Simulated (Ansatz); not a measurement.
**Ligand exchange: C2H7BrSi + CHBrClF → C2H8Si + CBr2ClF**

Gas-phase species: C2H7BrSi `CC[SiH2]Br`, singlet; CHBrClF (bromochlorofluoromethane) `FC(Cl)Br`, singlet; C2H8Si `CC[SiH3]`, singlet; CBr2ClF (dibromochlorofluoromethane) `FC(Cl)(Br)Br`, singlet. The partners trade Br for H: Si–Br and C–H bonds give way to Si–H and C–Br.

Shapes, held fixed at every level: PBE0-D4/def2-TZVP. Flexible molecules stand in one conformer, not always the lowest. Programs: Ansatz 0.2.0. The zero-point and thermal change to 298 K, harmonic and unscaled (PBE0-D4/def2-TZVP), is -11.8 kJ/mol.

Question: Estimate ΔH(298 K) of this reaction.

Answer: The highest level, CCSD(T)/def2-TZVPP, gives ΔH(298 K) = +171.1 kJ/mol; the levels span +156.7 to +180.4. The column of differences is taken from that level and isn't an error. No measured value is set beside it here. Relativity is left out for Br. Outer-core shells of Br are correlated, in sets that cover them unevenly. Times are processor times on shared x86 and Arm servers, and rough.

```csv
level,kind,ΔH(298 K) (kJ/mol),less CCSD(T)/def2-TZVPP,CPU time (sum over the molecules)
SPW92/def2-TZVPP,LDA,+156.7,-14.4,13 s
B3LYP-D4/def2-TZVPP,global hybrid,+168.6,-2.5,47 s
r2SCAN0-D4/def2-TZVPP,global hybrid,+180.4,+9.3,48 s
wB97M-V/def2-TZVPP,range-separated hybrid,+172.6,+1.5,1.8 min
wB97X-V/def2-TZVPP,range-separated hybrid,+172.1,+1.0,73 s
B2PLYP/def2-TZVPP,double hybrid,+173.2,+2.1,52 s
MP2/def2-TZVPP,perturbation theory,+171.0,-0.1,–
CCSD(T)/def2-TZVPP,coupled cluster or CI,+171.1,0.0,–
```
